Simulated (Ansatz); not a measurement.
Consider the formal exchange of groups at a C–As bond: `C[SiH2]C[AsH2]` + CH₄ → `CC[SiH2]C` + `[AsH3]`.

Gas-phase electronic energies from Ansatz, PBE0-D4/def2-TZVP geometries. CCSD(T)/CBS adds triple-zeta CCSD(T) − MP2 to the extrapolated MP2 energy (def2 sets, frozen cores). This one scheme is used for every species. DFT in def2-TZVPP. For As outer-core shells are correlated without core-valence functions, which leaves a few kJ/mol of doubt a bond. Scalar relativity is left out up to krypton. Each species was taken in one conformer, which may not be the lowest.

`C[SiH2]C[AsH2]`:

Z-matrix (Å, degrees):
```
C
Si 1 1.870
H 1 1.093 2 110.8
H 1 1.093 2 111.2 3 120.1
H 1 1.092 2 110.7 3 -119.8
C 2 1.874 1 111.6 3 -59.6
H 2 1.491 1 109.9 3 179.8
H 2 1.491 1 109.8 3 61.5
As 6 1.979 2 112.6 1 -55.4
H 6 1.094 2 109.4 1 62.9
H 6 1.091 2 109.9 1 -178.7
H 9 1.524 6 96.5 2 -156.0
H 9 1.525 6 95.7 2 -63.3
```

CH₄:

Z-matrix (Å, degrees):
```
C
H 1 1.090
H 1 1.090 2 109.5
H 1 1.090 2 109.5 3 -120.0
H 1 1.090 2 109.5 3 120.0
```

`CC[SiH2]C`:

Z-matrix (Å, degrees):
```
C
C 1 1.526
H 1 1.093 2 111.5
H 1 1.093 2 111.7 3 120.0
H 1 1.093 2 111.4 3 -119.8
Si 2 1.878 1 113.9 3 61.2
H 2 1.096 1 110.3 3 -60.8
H 2 1.096 1 110.3 3 -177.4
C 6 1.873 2 111.8 1 -60.0
H 6 1.493 2 109.1 1 61.0
H 6 1.492 2 109.4 1 178.5
H 9 1.093 6 110.9 2 -59.4
H 9 1.092 6 110.9 2 -179.3
H 9 1.093 6 111.2 2 60.8
```

`[AsH3]`:

Z-matrix (Å, degrees):
```
As
H 1 1.522
H 1 1.522 2 92.0
H 1 1.522 2 92.0 3 -92.1
```

```
             level  ΔE (kJ/mol)
            PBE-D4         27.8
           ωB97X-V         25.4
SCS-MP2/def2-TZVPP         33.0
    CCSD/CBS(def2)         28.3
```

Problem. What does CCSD(T)/CBS give? (An estimate is asked.)

Solution. The calculation gave: +30.3 kJ/mol. The listed levels differ from it by -2.5, -4.9, 2.7, -2.0 kJ/mol.

Largest T1 diagnostic among the species: 0.011.

The D4 term adds +5.3 kJ/mol with B3LYP and +2.8 kJ/mol with PBE0; it sums over pairs of atoms, weighted by their polarisabilities, and B3LYP, whose exchange is more repulsive, gets the larger term. In def2-TZVPP, CCSD(T) changes the Hartree–Fock value by +9.1 kJ/mol (the triples alone add +2.1 kJ/mol) and MP2 by +15.1 kJ/mol.

B3LYP here is the variant with VWN-RPA as its local correlation; programs differ in this.
